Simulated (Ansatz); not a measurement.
Calculated with Ansatz (gas phase, PBE0-D4/def2-TZVP geometries, no zero-point term in ΔE). CBS: MP2 limit from def2 TZ/QZ plus the TZ coupled-cluster correction, frozen cores. This one scheme is used for every species. Functionals use def2-TZVPP. B3LYP here is the variant with VWN-RPA as its local correlation; programs differ in this. For Ga, Ge outer-core shells are correlated without core-valence functions, which leaves a few kJ/mol of doubt a bond. Scalar relativity is left out up to krypton. Each species was taken in one conformer, which may not be the lowest.

Consider the formal hydrolysis of a B–Ga bond: `O[BH][GaH][GeH3]` + H₂O → `OBO` + `[GaH2][GeH3]`.

| level | ΔE (kJ/mol) | difference from CCSD(T)/CBS |
| --- | --- | --- |
| PBE-D4 | -147.9 | 2.8 |
| PBE0-D4 | -153.5 | -2.8 |
| ωB97X-V | -160.6 | -9.9 |
| B3LYP | -163.2 | -12.5 |
| MP2/def2-TZVPP | -158.8 | -8.1 |
| SCS-MP2/def2-TZVPP | -160.9 | -10.2 |
| CCSD/def2-TZVPP | -158.8 | -8.1 |
| HF/CBS(def2) | -182.8 | -32.1 |
| MP2/CBS(def2) | -153.2 | -2.5 |
| CCSD/CBS(def2) | -153.2 | -2.5 |
| CCSD(T)/CBS | -150.7 | 0 |

Largest T1 diagnostic among the species: 0.014.

In def2-TZVPP, CCSD(T) changes the Hartree–Fock value by +25.5 kJ/mol (the triples alone add +2.5 kJ/mol) and MP2 by +23.0 kJ/mol. The D4 term adds +4.0 kJ/mol with B3LYP and +2.4 kJ/mol with PBE0; it sums over pairs of atoms, weighted by their polarisabilities, and B3LYP, whose exchange is more repulsive, gets the larger term. From PBE to PBE0 (25 % exact exchange), in def2-TZVPP and without D4, ΔE moves by −5.5 kJ/mol.
